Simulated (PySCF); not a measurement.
These 2 structures share the formula C7H5NOS. Method used: PySCF 2.14.0, PBE0-D3(BJ)/def2-SVP geometry optimisation, gas phase. Energies are electronic, without zero-point or thermal terms, for one conformer each. No frequencies were run at this level. Point groups hold within 0.08 Å.

**Question.** Order them by energy at this level, lowest first, and give relative energies in kJ/mol.
A. `[O:1]=[CH:2][c:3]1[cH:4][s:5][c:6]2[cH:7][cH:8][nH:9][c:10]12` with O1–C2–C3–C4 180°
B. `[cH:1]1[cH:2][s:3][c:4](-[c:5]2[cH:6][n:7][o:8][cH:9]2)[cH:10]1` with S3–C4–C5–C6 -179°

**Answer.** A (0.0), B (149.0).

As drawn, the lower has a C=O bond and an N–H bond, which the higher lacks; the higher has an N–O linkage, which the lower lacks.

| SMILES | E (Eh) | E rel (kJ/mol) | dipole (D) | point group | A, B, C (MHz) |
| --- | --- | --- | --- | --- | --- |
| O=Cc1csc2cc[nH]c12 | -796.91896 | 0.0 | 0.88 | Cs | 1677, 1274, 723.9 |
| c1csc(-c2cnoc2)c1 | -796.86222 | 149.0 | 3.11 | – | 3502, 729.0, 603.5 |
